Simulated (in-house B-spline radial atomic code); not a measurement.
Many-body shifts of the gap in n-type InAs

For InAs the NSM archive of the Ioffe Institute lists m* = 0.023 m0, a heavy-hole mass of 0.41 m0 and ε = 15.15, so a* = 34.86 nm, Ha* = 2.727 meV and m_h/m* = 17.8. The electrons form a uniform gas in one parabolic band at zero temperature. Exchange and RPA correlation lower the electron chemical potential by μ_x = −k_F/π and μ_c = d(n ε_c)/dn. A single heavy hole at rest gains the second-order self-energy of its screening cloud in the RPA. Shifts from the dopant ions, band tails, light holes and non-parabolicity are left out, so this is the carrier part of the narrowing only.

```csv
n (cm⁻³),r_s,E_F (meV),μ_x (meV),μ_c (meV),hole (meV),sum (meV)
2.69e15,1.28,3.06,-1.3,-0.22,-1.3,-2.8
5.79e15,0.991,5.11,-1.7,-0.24,-1.5,-3.5
1.23e16,0.77,8.47,-2.2,-0.26,-1.8,-4.2
2.64e16,0.598,14,-2.8,-0.28,-2.1,-5.2
5.64e16,0.464,23.3,-3.6,-0.30,-2.4,-6.3
1.2e17,0.361,38.5,-4.6,-0.32,-2.8,-7.8
2.57e17,0.28,64.1,-5.9,-0.34,-3.3,-9.6
5.44e17,0.218,106,-7.6,-0.36,-3.8,-11.8
```

Task: Work out the row r_s = 0.28, where ε_c = -0.1137 Ha* and dε_c/dr_s = 0.1028 Ha*, and estimate the hole term for an infinitely heavy hole with Thomas-Fermi screening.

Result: k_F = 6.8541, so μ_x = −2.1817 Ha* = -5.9 meV. μ_c = ε_c − (r_s/3) dε_c/dr_s = -0.1233 Ha* = -0.34 meV. A fixed charge gains −q_s/2 with q_s = √(4k_F/π) = 2.9541, that is -4.0 meV. The computed -3.3 meV is 0.82 of it, since the hole recoils and Lindhard screening weakens at large q.

Task: How do the parts scale with density, and what happens to the absorption edge?

Result: End to end μ_x goes as n^0.33, μ_c as n^0.09, the hole term as n^0.20 and E_F as n^0.67. With vertical transitions from the heavy-hole band the edge moves by E_F (1 + m*/m_h) plus the sum, taking the hole's shift at rest for that at k_F: +0.4 meV in the first row and +100 meV in the last. Band filling (Burstein-Moss) grows faster than the narrowing.
